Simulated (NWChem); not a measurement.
Molecule: C$_{2}$H$_{2}$O$_{3}$Si; SMILES O=C1OC(=O)[SiH2]1

```xyz
8

O     -2.2430     0.0000    -0.6586
C     -1.1151     0.0000    -0.2746
O      0.0000     0.0000    -1.1566
C      1.1151     0.0000    -0.2746
O      2.2430     0.0000    -0.6586
Si     0.0000     0.0000     1.3070
H      0.0000     1.2309     2.1294
H      0.0000    -1.2309     2.1294
```
Atoms are numbered in this order, from 1.

Results from NWChem. Pople sets run with spherical d functions. Geometry: optimised at B3LYP/6-31G* (spherical d). Static field.

Problem. Among these, which level gives the lowest value of “isotropic polarisability (bohr³)”?
(A) PBE/6-31+G*
(B) B3LYP/6-31+G*
(C) BHandHLYP/6-31+G*
(D) LC-BLYP (range parameter 0.33 per bohr)/6-31+G*

Solution. C, BHandHLYP/6-31+G*. Values: BHandHLYP/6-31+G* 52.2; LC-BLYP (range parameter 0.33 per bohr)/6-31+G* 55.0; B3LYP/6-31+G* 55.2; PBE/6-31+G* 57.8
